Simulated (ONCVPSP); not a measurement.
## Configuration tests for Mn (Z = 25) (ONCV)

```
Element                 : manganese (Mn)
Generator               : ONCVPSP 4.0.1
Type                    : optimised norm-conserving Vanderbilt (ONCV)
Functional              : LDA (Perdew-Wang 92)
Relativity              : fully relativistic
Frozen core             : [Ne]
Valence charge          : 15
Reference configuration : 3s2 3p6 3d5 4s2
Partial waves           : 3s+4s: rc 1.15 bohr, ncon 4, nbas 8, qcut 11.6 1/bohr, 2 projectors; 3p: rc 0.90 bohr, ncon 4, nbas 7, qcut 8.2 1/bohr, 2 projectors, debl 0.8 Ha; 3d: rc 1.80 bohr, ncon 4, nbas 8, qcut 7.9 1/bohr, 3 projectors, debl 3.3 Ha
Local potential         : polynomial inside 0.90 bohr (lpopt 3, dvloc0 0 Ha)
Core correction         : Teter function, parameters optimised by the program
```

Open shells are filled in proportion to 2j + 1.

In the p channel the program set the typed energies aside and used -1.986, 0.250 Ha (j = l + 1/2; the other j can differ).

Energies are relative to the spin-unpolarised reference configuration 3s2 3p6 3d5 4s2; without spin polarisation the order of configurations can differ from experiment.

Q: Give the all-electron excitation energy and the error of the potential for: 3s2 3p6 3d5 4s1; 3s2 3p6 3d5 4s0; 3s2 3p6 3d4 4s0; 3s2 3p6 3d6 4s1.

A:

| valence configuration | charge | ΔE all-electron (eV) | error AE − PS (meV) |
| --- | --- | --- | --- |
| 3s2 3p6 3d5 4s1 | +1 | 8.647 | -2.9 |
| 3s2 3p6 3d5 4s0 | +2 | 24.517 | -31 |
| 3s2 3p6 3d4 4s0 | +3 | 57.332 | -110 |
| 3s2 3p6 3d6 4s1 | 0 | -0.405 | +28 |

Levels in the configuration 3s2 3p6 3d6 4s1:

```csv
level,all-electron (eV),pseudo (eV)
3s j=1/2,-81.141,-81.138
3p j=3/2,-49.948,-49.922
3p j=1/2,-51.209,-51.186
3d j=5/2,-3.565,-3.579
3d j=3/2,-3.670,-3.686
4s j=1/2,-4.333,-4.310
```
